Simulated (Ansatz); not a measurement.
Ansatz (a program for electronic structure) input (B2PLYP/def2-TZVPD):

Ansatz 0.2 input:
```yaml
crystal:
  periodic: [false, false, false]
  atoms:
    - {symbol: Ni, position_ang: [-0.00000000, -0.00000000, -0.36057558]}
    - {symbol: F, position_ang: [-0.00000000, -0.00000000, -2.09000804]}
    - {symbol: Cl, position_ang: [0.00000000, 0.00000000, 1.70036403]}
basis:
  gaussian:
    orbitals: def2-TZVPD
hamiltonian:
  xc: {name: B2PLYP}
total_charge: 1
magnetization: {spin_polarized: true, initial_magnetization: 3}
correlation: {electrons: outside_noble_gas}
```

End of the output:

```
integrals: 0.14 GiB planned
984 factors; integrals over basis functions are off by at most 1.0e-3 eV
mean field: 0.90 GiB planned
mean field evaluation 1: about -56192.5099 eV, gradient 1.5e2 eV
mean field evaluation 2: about -56192.6589 eV, gradient 1.5e2 eV
mean field evaluation 4: about -56225.5279 eV, gradient 5.7e1 eV
mean field evaluation 8: about -56245.8121 eV, gradient 5.8e1 eV
mean field evaluation 16: about -56255.2784 eV, gradient 3.1e0 eV
mean field evaluation 32: about -56255.4552 eV, gradient 4.1e-2 eV
mean field evaluation 64: about -56213.6940 eV, gradient 3.9e1 eV
mean field evaluation 96: about -56222.7060 eV, gradient 1.9e1 eV
mean field -56255.45710638 eV, -2067.3499173413 hartree, gradient 2.8e-6 eV, S^2 3.763697; 6 other end points of the search recorded, 0 dependent functions left out
15 core orbitals not correlated
reference -56255.45725492 eV, -2067.3499227998 hartree; 13, 10 occupied and 106, 109 virtual orbitals, 984 factors
second order -23.77879428 eV of doubles, -0.00000000 eV of singles
Total energy: -56261.87752937 eV, -2067.5858635342 hartree
```

This state (charge 1, quartet) is run at the relaxed geometry of the species with charge 0 and multiplicity 3.
